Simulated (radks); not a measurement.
Q: Radial electron density D(r) = 4 pi r^2 rho(r) of an atom or ion with 14 electrons. Method: scalar-relativistic Kohn-Sham, r2SCAN, spin-polarised, spherical densities, finite nucleus; meta-GGA in the generalised Kohn-Sham scheme; Fermi nuclear charge, rms radius of each element as measured or else 0.836 A^(1/3) + 0.57 fm; computed with a radial shooting solver on a logarithmic mesh with Libxc functionals.

| r (bohr) | D(r) (e/bohr) | spin D(r) |
|---|---|---|
| 0.001133 | 6.502 | 0.000218 |
| 0.001406 | 9.116 | 0.000427 |
| 0.001745 | 12.66 | 0.000852 |
| 0.002165 | 17.40 | 0.00172 |
| 0.002688 | 23.56 | 0.00350 |
| 0.003336 | 31.37 | 0.00716 |
| 0.00414 | 40.88 | 0.0146 |
| 0.005138 | 51.88 | 0.0297 |
| 0.006377 | 63.73 | 0.0597 |
| 0.007914 | 75.24 | 0.118 |
| 0.009822 | 84.67 | 0.230 |
| 0.01219 | 90.09 | 0.433 |
| 0.01513 | 90.18 | 0.786 |
| 0.01878 | 85.36 | 1.36 |
| 0.0233 | 78.82 | 2.19 |
| 0.02892 | 76.00 | 3.24 |
| 0.0359 | 81.66 | 4.25 |
| 0.04455 | 95.06 | 4.69 |
| 0.05529 | 107.1 | 3.95 |
| 0.06862 | 104.6 | 1.99 |
| 0.08517 | 82.74 | 0.131 |
| 0.1057 | 52.77 | 0.862 |
| 0.1312 | 33.23 | 5.42 |
| 0.1628 | 28.81 | 10.9 |
| 0.2021 | 26.51 | 12.2 |
| 0.2508 | 17.11 | 8.13 |
| 0.3113 | 6.514 | 3.14 |
| 0.3863 | 1.313 | 0.651 |
| 0.4794 | 0.1243 | 0.0642 |
| 0.595 | 0.004729 | 0.00258 |

What is the nuclear charge?

A: Z = 68. The innermost maximum, from 1s, lies near gamma/Z bohr with gamma = sqrt(1 - (Z/c)^2) = 0.868, here 0.0128 bohr (found: 0.0136), and its height grows with Z. The density is that of the erbium ion Er54+ in [Ne] 3s2 3p2; the configuration itself is not fixed sharply by these data, and Z only to a few units. D(r) has 2 maxima, at r = 0.0136, 0.0604 bohr, and minima at 0.0282 bohr, inside which lie 2.00 electrons.
